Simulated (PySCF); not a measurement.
Problem. Give a PBE0-D3(BJ)/def2-SVP geometry of `C=CS[Si@H](F)S`.

Solution. 
```
atom  x, y, z in Å
C1    -2.0086    0.0565   -0.4033
C2    -1.2423   -0.7468    0.3378
S3     0.4030   -1.2858   -0.0544
Si4    1.1992    0.5242   -0.8439
F5     0.5731    0.8770   -2.3034
S6     3.2942    0.2117   -1.0772
H7    -1.6833    0.4572   -1.3674
H8    -3.0046    0.3336   -0.0484
H9    -1.6030   -1.1584    1.2860
H10    0.8428    1.6787    0.0124
H11    3.2668   -0.9739   -0.4299
```

Any rigid rotation of these coordinates is as good. Atoms count from 1 in this order. Si4 (fluorine-bound silicon) is distorted tetrahedral (angles from 104.9° to 114.5°). Of the pairs four or more bonds apart, Si4···H7 is among the closest relative to their van der Waals radii: 2.93 Å, 89 % of the sum of Bondi's values.

Bonds between heavy atoms (Å): C1=C2 1.335, C2–S3 1.775, S3–Si4 2.129, Si4–F5 1.627, Si4–S6 2.131.

Level of theory: PBE0-D3(BJ)/def2-SVP geometry optimisation, gas phase in PySCF 2.14.0.

Point group: C1 (no symmetry element, even within 0.4 Å). PBE0-D3(BJ)/def2-SVP frequencies: not computed here. The numbers are those of one conformer (C1–C2–S3–Si4 41°, C2–S3–Si4–F5 -72°, S3–Si4–S6–H -8°).
